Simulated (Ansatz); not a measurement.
Ansatz (a quantum-chemistry and plane-wave program) input (B3LYP-D3(BJ)/def2-TZVP):

Ansatz 0.2 input:
```yaml
crystal:
  periodic: [false, false, false]
  atoms:
    - {symbol: C, position_ang: [-0.39257489, 1.43889129, -0.51695351]}
    - {symbol: C, position_ang: [-0.35704743, 0.04129212, -0.02111992]}
    - {symbol: C, position_ang: [-1.60488958, -0.76114968, 0.01104062]}
    - {symbol: C, position_ang: [0.87508566, -0.44599111, 0.65411045]}
    - {symbol: N, position_ang: [2.05681079, -0.17709803, -0.17038786]}
    - {symbol: H, position_ang: [0.62097994, 1.80554824, -0.65585370]}
    - {symbol: H, position_ang: [-0.90271601, 2.10207538, 0.19354927]}
    - {symbol: H, position_ang: [-0.93572701, 1.50899982, -1.46099456]}
    - {symbol: H, position_ang: [-1.39090231, -1.82952866, 0.01588399]}
    - {symbol: H, position_ang: [-2.23457955, -0.53066843, -0.84799839]}
    - {symbol: H, position_ang: [-2.19889360, -0.54692404, 0.90936420]}
    - {symbol: H, position_ang: [0.76041539, -1.51366634, 0.90875438]}
    - {symbol: H, position_ang: [1.04163912, 0.09977198, 1.59799902]}
    - {symbol: H, position_ang: [1.97372554, -0.66218268, -1.05821199]}
    - {symbol: H, position_ang: [2.89318175, -0.51573267, 0.29341782]}
basis:
  gaussian:
    orbitals: def2-TZVP
hamiltonian:
  xc: b3lyp
  dispersion: d3bj
magnetization: {spin_polarized: true, initial_magnetization: 1}
relax: {f_tol: 0.002, max_steps: 150}
```

Output:

```
Functional definition: B3LYP
integrals: 0.13 GiB planned
1315 factors; their error is unknown
0.31 GiB of the device are held for the grids
1.19 GiB of device memory are held for the factors and their scratch space
mean field: 1.29 GiB planned
mean field evaluation 1: about -5786.8816 eV, gradient 5.9e1 eV
mean field evaluation 2: about -5772.3300 eV, gradient 7.9e1 eV
mean field evaluation 4: about -5802.1581 eV, gradient 4.3e0 eV
mean field evaluation 8: about -5802.2345 eV, gradient 9.0e-2 eV
mean field evaluation 16: about -5802.2082 eV, gradient 5.0e-4 eV
mean field -5802.20819296 eV, -213.2272182132 hartree, gradient 4.3e-5 eV, S^2 0.754249; 0 other end points of the search recorded, 0 dependent functions left out
the calculation of the forces begins
reference -5802.20849428 eV, -213.2272292866 hartree; 21, 20 occupied and 194, 195 virtual orbitals, 1315 factors
relax step   1: F+E_penalty+E_count = -5802.69400005 eV  Δ(F+E_penalty+E_count) = +0.000e0 eV  max|allowed force component| = 2.367e-1 eV/Å  Δτ_max = 0.0000 Å  (31 SCF iters, accepted)
these checks for a lower state are left out or cut short: starts, cluster_reference, orbital_swaps, neighbouring_geometries, increment
integrals: 0.13 GiB planned
1315 factors; their error is unknown
0.31 GiB of the device are held for the grids
1.18 GiB of device memory are held for the factors and their scratch space
mean field: 1.29 GiB planned
mean field -5802.23074626 eV, -213.2280470319 hartree, gradient 1.7e-5 eV, S^2 0.754222; 0 other end points of the search recorded, 0 dependent functions left out
the calculation of the forces begins
reference -5802.23104723 eV, -213.2280580924 hartree; 21, 20 occupied and 194, 195 virtual orbitals, 1315 factors
relax step   2: F+E_penalty+E_count = -5802.71315605 eV  Δ(F+E_penalty+E_count) = -1.916e-2 eV  max|allowed force component| = 9.653e-2 eV/Å  Δτ_max = 0.0771 Å  (33 SCF iters, accepted)
these checks for a lower state are left out or cut short: starts, cluster_reference, orbital_swaps, neighbouring_geometries, increment
integrals: 0.13 GiB planned
1315 factors; their error is unknown
0.31 GiB of the device are held for the grids
1.18 GiB of device memory are held for the factors and their scratch space
mean field: 1.29 GiB planned
mean field evaluation 32: about -5802.2358 eV, gradient 1.5e-5 eV
mean field -5802.23575915 eV, -213.2282312520 hartree, gradient 1.5e-5 eV, S^2 0.754173; 0 other end points of the search recorded, 0 dependent functions left out
the calculation of the forces begins
reference -5802.23605883 eV, -213.2282422651 hartree; 21, 20 occupied and 194, 195 virtual orbitals, 1315 factors
relax step   3: F+E_penalty+E_count = -5802.71757245 eV  Δ(F+E_penalty+E_count) = -4.416e-3 eV  max|allowed force component| = 5.559e-2 eV/Å  Δτ_max = 0.0491 Å  (32 SCF iters, accepted)
these checks for a lower state are left out or cut short: starts, cluster_reference, orbital_swaps, neighbouring_geometries, increment
integrals: 0.13 GiB planned
1315 factors; their error is unknown
0.31 GiB of the device are held for the grids
1.18 GiB of device memory are held for the factors and their scratch space
mean field: 1.29 GiB planned
mean field -5802.23791961 eV, -213.2283106474 hartree, gradient 1.4e-5 eV, S^2 0.754147; 0 other end points of the search recorded, 0 dependent functions left out
the calculation of the forces begins
reference -5802.23821822 eV, -213.2283216214 hartree; 21, 20 occupied and 194, 195 virtual orbitals, 1315 factors
relax step   4: F+E_penalty+E_count = -5802.71989300 eV  Δ(F+E_penalty+E_count) = -2.321e-3 eV  max|allowed force component| = 4.506e-2 eV/Å  Δτ_max = 0.0461 Å  (32 SCF iters, accepted)
these checks for a lower state are left out or cut short: starts, cluster_reference, orbital_swaps, neighbouring_geometries, increment
integrals: 0.13 GiB planned
1315 factors; their error is unknown
[...]
mean field: 1.29 GiB planned
mean field -5802.23723663 eV, -213.2282855485 hartree, gradient 1.1e-5 eV, S^2 0.754141; 0 other end points of the search recorded, 0 dependent functions left out
the calculation of the forces begins
reference -5802.23753509 eV, -213.2282965165 hartree; 21, 20 occupied and 194, 195 virtual orbitals, 1315 factors
relax step   5: F+E_penalty+E_count = -5802.71973633 eV  Δ(F+E_penalty+E_count) = +1.567e-4 eV  max|allowed force component| = 1.746e-1 eV/Å  Δτ_max = 0.0195 Å  (34 SCF iters, rejected (line search))
these checks for a lower state are left out or cut short: starts, cluster_reference, orbital_swaps, neighbouring_geometries, increment
integrals: 0.13 GiB planned
1315 factors; their error is unknown
0.31 GiB of the device are held for the grids
1.18 GiB of device memory are held for the factors and their scratch space
mean field: 1.29 GiB planned
mean field -5802.23824830 eV, -213.2283227266 hartree, gradient 1.1e-5 eV, S^2 0.754143; 0 other end points of the search recorded, 0 dependent functions left out
the calculation of the forces begins
reference -5802.23854676 eV, -213.2283336949 hartree; 21, 20 occupied and 194, 195 virtual orbitals, 1315 factors
relax step   6: F+E_penalty+E_count = -5802.72062594 eV  Δ(F+E_penalty+E_count) = -7.329e-4 eV  max|allowed force component| = 1.343e-2 eV/Å  Δτ_max = 0.0095 Å  (35 SCF iters, accepted)
these checks for a lower state are left out or cut short: starts, cluster_reference, orbital_swaps, neighbouring_geometries, increment
integrals: 0.13 GiB planned
1315 factors; their error is unknown
0.31 GiB of the device are held for the grids
1.18 GiB of device memory are held for the factors and their scratch space
mean field: 1.29 GiB planned
mean field -5802.23939706 eV, -213.2283649428 hartree, gradient 1.4e-5 eV, S^2 0.754132; 0 other end points of the search recorded, 0 dependent functions left out
the calculation of the forces begins
reference -5802.23969490 eV, -213.2283758881 hartree; 21, 20 occupied and 194, 195 virtual orbitals, 1315 factors
relax step   7: F+E_penalty+E_count = -5802.72224682 eV  Δ(F+E_penalty+E_count) = -1.621e-3 eV  max|allowed force component| = 2.482e-2 eV/Å  Δτ_max = 0.0536 Å  (33 SCF iters, accepted)
these checks for a lower state are left out or cut short: starts, cluster_reference, orbital_swaps, neighbouring_geometries, increment
integrals: 0.13 GiB planned
1315 factors; their error is unknown
0.31 GiB of the device are held for the grids
1.18 GiB of device memory are held for the factors and their scratch space
mean field: 1.29 GiB planned
mean field evaluation 64: about -5802.2392 eV, gradient 4.3e-1 eV
mean field -5802.23981848 eV, -213.2283804299 hartree, gradient 1.9e-5 eV, S^2 0.754130; 0 other end points of the search recorded, 0 dependent functions left out
the calculation of the forces begins
reference -5802.24011557 eV, -213.2283913476 hartree; 21, 20 occupied and 194, 195 virtual orbitals, 1315 factors
relax step   8: F+E_penalty+E_count = -5802.72271487 eV  Δ(F+E_penalty+E_count) = -4.681e-4 eV  max|allowed force component| = 7.112e-2 eV/Å  Δτ_max = 0.0860 Å  (31 SCF iters, accepted)
these checks for a lower state are left out or cut short: starts, cluster_reference, orbital_swaps, neighbouring_geometries, increment
integrals: 0.13 GiB planned
1315 factors; their error is unknown
0.31 GiB of the device are held for the grids
1.18 GiB of device memory are held for the factors and their scratch space
mean field: 1.29 GiB planned
mean field -5802.24004936 eV, -213.2283889146 hartree, gradient 1.1e-5 eV, S^2 0.754127; 0 other end points of the search recorded, 0 dependent functions left out
the calculation of the forces begins
reference -5802.24034651 eV, -213.2283998345 hartree; 21, 20 occupied and 194, 195 virtual orbitals, 1315 factors
relax step   9: F+E_penalty+E_count = -5802.72310312 eV  Δ(F+E_penalty+E_count) = -3.882e-4 eV  max|allowed force component| = 1.327e-2 eV/Å  Δτ_max = 0.0221 Å  (34 SCF iters, accepted)
these checks for a lower state are left out or cut short: starts, cluster_reference, orbital_swaps, neighbouring_geometries, increment
integrals: 0.13 GiB planned
1315 factors; their error is unknown
0.31 GiB of the device are held for the grids
1.18 GiB of device memory are held for the factors and their scratch space
mean field: 1.29 GiB planned
mean field -5802.24001826 eV, -213.2283877714 hartree, gradient 1.1e-5 eV, S^2 0.754123; 0 other end points of the search recorded, 0 dependent functions left out
the calculation of the forces begins
reference -5802.24031531 eV, -213.2283986880 hartree; 21, 20 occupied and 194, 195 virtual orbitals, 1315 factors
relax step  10: F+E_penalty+E_count = -5802.72313280 eV  Δ(F+E_penalty+E_count) = -2.968e-5 eV  max|allowed force component| = 2.143e-3 eV/Å  Δτ_max = 0.0053 Å  (34 SCF iters, accepted)
these checks for a lower state are left out or cut short: starts, cluster_reference, orbital_swaps, neighbouring_geometries, increment
integrals: 0.13 GiB planned
1315 factors; their error is unknown
0.31 GiB of the device are held for the grids
1.18 GiB of device memory are held for the factors and their scratch space
mean field: 1.29 GiB planned
mean field -5802.24001152 eV, -213.2283875238 hartree, gradient 1.1e-5 eV, S^2 0.754123; 0 other end points of the search recorded, 0 dependent functions left out
the calculation of the forces begins
reference -5802.24030852 eV, -213.2283984384 hartree; 21, 20 occupied and 194, 195 virtual orbitals, 1315 factors
relax step  11: F+E_penalty+E_count = -5802.72314246 eV  Δ(F+E_penalty+E_count) = -9.662e-6 eV  max|allowed force component| = 2.830e-3 eV/Å  Δτ_max = 0.0055 Å  (34 SCF iters, accepted)
these checks for a lower state are left out or cut short: starts, cluster_reference, orbital_swaps, neighbouring_geometries, increment
integrals: 0.13 GiB planned
1315 factors; their error is unknown
0.31 GiB of the device are held for the grids
1.18 GiB of device memory are held for the factors and their scratch space
mean field: 1.29 GiB planned
mean field evaluation 96: about -5802.2400 eV, gradient 1.1e-5 eV
mean field -5802.24000330 eV, -213.2283872218 hartree, gradient 1.1e-5 eV, S^2 0.754122; 0 other end points of the search recorded, 0 dependent functions left out
the calculation of the forces begins
reference -5802.24030024 eV, -213.2283981342 hartree; 21, 20 occupied and 194, 195 virtual orbitals, 1315 factors
relax step  12: F+E_penalty+E_count = -5802.72314549 eV  Δ(F+E_penalty+E_count) = -3.032e-6 eV  max|allowed force component| = 1.820e-3 eV/Å  Δτ_max = 0.0034 Å  (35 SCF iters, accepted)
these checks for a lower state are left out or cut short: starts, cluster_reference, orbital_swaps, neighbouring_geometries, increment
integrals: 0.13 GiB planned
1315 factors; their error is unknown
0.31 GiB of the device are held for the grids
1.18 GiB of device memory are held for the factors and their scratch space
mean field: 1.29 GiB planned
mean field -5802.24000876 eV, -213.2283874222 hartree, gradient 1.1e-5 eV, S^2 0.754123; 0 other end points of the search recorded, 0 dependent functions left out
the calculation of the forces begins
reference -5802.24030568 eV, -213.2283983342 hartree; 21, 20 occupied and 194, 195 virtual orbitals, 1315 factors
relax step  13: F+E_penalty+E_count = -5802.72314634 eV  Δ(F+E_penalty+E_count) = -8.424e-7 eV  max|allowed force component| = 1.696e-3 eV/Å  Δτ_max = 0.0020 Å  (35 SCF iters, accepted)
integrals: 0.13 GiB planned
1315 factors; their error is unknown
0.31 GiB of the device are held for the grids
1.18 GiB of device memory are held for the factors and their scratch space
mean field: 1.29 GiB planned
mean field evaluation 128: about -5802.2400 eV, gradient 6.7e-5 eV
mean field -5802.24000876 eV, -213.2283874222 hartree, gradient 1.1e-5 eV, S^2 0.754123; 1 other end points of the search recorded, 0 dependent functions left out
the calculation of the forces begins
reference -5802.24030568 eV, -213.2283983342 hartree; 21, 20 occupied and 194, 195 virtual orbitals, 1315 factors
Total energy: -5802.72344326 eV, -213.2461533128 hartree
Atom 0 at    -0.391042     1.416525    -0.576233 Å, force    -0.000219    -0.000121     0.000880 eV/Å
Atom 1 at    -0.344735    -0.005916    -0.138194 Å, force     0.000913    -0.000657    -0.001619 eV/Å
Atom 2 at    -1.629581    -0.734871     0.047991 Å, force     0.000339     0.000553     0.000692 eV/Å
Atom 3 at     0.868089    -0.511875     0.573466 Å, force    -0.001696     0.000042     0.000974 eV/Å
Atom 4 at     2.112588    -0.120262    -0.097010 Å, force    -0.000104    -0.000131    -0.000428 eV/Å
Atom 5 at     0.602383     1.786810    -0.825383 Å, force     0.000062    -0.000001     0.000046 eV/Å
Atom 6 at    -0.791667     2.063469     0.222398 Å, force    -0.000030     0.000340    -0.000237 eV/Å
Atom 7 at    -1.050661     1.549706    -1.438149 Å, force    -0.000101     0.000095    -0.000136 eV/Å
Atom 8 at    -1.482631    -1.815978     0.104206 Å, force     0.000060    -0.000248     0.000043 eV/Å
Atom 9 at    -2.331597    -0.523700    -0.762832 Å, force    -0.000046     0.000111    -0.000169 eV/Å
Atom 10 at    -2.136923    -0.434831     0.980367 Å, force    -0.000391    -0.000217     0.000047 eV/Å
Atom 11 at     0.768047    -1.598194     0.715071 Å, force     0.000441     0.000397    -0.000187 eV/Å
Atom 12 at     0.909236    -0.080057     1.588473 Å, force     0.000762    -0.000185    -0.000329 eV/Å
Atom 13 at     2.185722    -0.584041    -0.995510 Å, force     0.000017     0.000021     0.000127 eV/Å
Atom 14 at     2.917281    -0.393147     0.453938 Å, force    -0.000008     0.000000     0.000293 eV/Å
Dipole moment:     0.028933    -0.234081     0.061723 e Å
```

It need not be the lowest isomer of its formula.
